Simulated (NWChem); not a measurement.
Molecule: SiH$_{3}$O$_{3}$F; SMILES O[Si](O)(O)F

```xyz
8

O      0.5819    -1.5223     0.2819
Si     0.0002    -0.0113     0.0545
O     -1.5330     0.0924     0.6131
O      0.9523     1.0796     0.8140
F     -0.0007     0.3135    -1.5324
H      0.0984    -2.2497    -0.1193
H     -1.9797     0.9395     0.5311
H      1.8806     1.1075     0.5667
```
Atoms are numbered in this order, from 1.

Level: PBE0/def2-SVP (NWChem), optimised geometry, unscaled harmonic frequencies. 

Q: List the harmonic frequencies with IR intensities, and the thermochemistry.

A: 
```csv
frequency (cm⁻¹),IR intensity (km/mol)
104,48.2
106,47.7
233,239.1
298,4.0
299,4.0
363,70.8
363,70.8
377,61.8
769,5.0
795,200.9
795,201.1
804,62.1
956,241.3
1023,217.6
1024,217.6
3946,180.3
3946,179.6
3949,7.0
```

The zero-point energy is 28.8 kcal/mol, the thermal correction to the enthalpy at 298.15 K (with zero-point energy) comes out as 33.8 kcal/mol and the heat capacity Cv comes out as 23.4 cal/(mol K). The entropy at 298.15 K and 1 atm (symmetry number 1) is 81.5 cal/(mol K) and the dipole moment comes out as 0.47 D.

Rigid rotor and harmonic oscillator.
